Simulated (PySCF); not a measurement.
Harmonic spectrum computed at PBE in the def2-SVP basis family (core potentials from Rb on, PySCF, no spin–orbit coupling):

```json
{"symmetry": "a1", "ω (cm⁻¹)": "103", "IR (km/mol)": "0.4"}
{"symmetry": "b1", "ω (cm⁻¹)": "120", "IR (km/mol)": "1.6"}
{"symmetry": "b2", "ω (cm⁻¹)": "188", "IR (km/mol)": "1.9"}
{"symmetry": "a1", "ω (cm⁻¹)": "385", "IR (km/mol)": "16.5"}
{"symmetry": "b2", "ω (cm⁻¹)": "433", "IR (km/mol)": "68.4"}
{"symmetry": "a1", "ω (cm⁻¹)": "1061", "IR (km/mol)": "137"}
```

**Question.** Which molecule gave it? In each, all ligands are bound to the one heavy central atom.
A. MoOCl₂ (triplet)
B. TiOCl₂ (singlet)
C. TcOCl₂ (doublet)
D. ReOCl₂ (doublet)
E. IrOCl₂ (doublet)

**Answer.** C. It has C2v symmetry with Tc–Cl 2.234 Å (×2), Tc–O 1.636 Å.
